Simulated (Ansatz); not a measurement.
Cartesian coordinates in Å:
```
F -2.1968 1.1965 -3.5929
Zn -1.6645 0.8343 -1.9546
Ge -0.8961 0.3794 0.2040
C 0.4022 -1.1623 0.4175
Si 1.3370 0.4124 0.7971
H -1.9073 0.4030 1.3572
H 0.6536 -1.7076 -0.4875
H 0.1652 -1.8304 1.2411
H 2.3630 0.8337 -0.1848
H 1.7436 0.6408 2.2028
```

Total charge 0; spin multiplicity 1.

(1) List the PBE0/def2-TZVPP orbital energies in eV (Ansatz). (Estimate.)

## Answers

(1) Ansatz gave: Occupied: -10859.92, -9459.67, -1802.86, -1358.21, -1208.02, -1208.02, -1208.01, -1153.15, -1015.50, -1015.49, -1015.41, -671.98, -278.36, -170.91, -145.20, -133.96, -120.71, -120.68, -120.67, -99.88, -99.84, -99.84, -89.80, -89.78, -89.64, -33.54, -33.51, -33.49, -33.46, -33.44, -30.56, -19.89, -15.58, -15.10, -15.10, -15.06, -15.06, -14.94, -13.82, -12.18, -10.97, -10.83, -10.04, -10.00, -10.00, -8.91, -7.80, -6.77. Lowest empty: -1.30, -1.06, -0.90, 0.07, 0.80, 1.28, 1.31, 2.02.
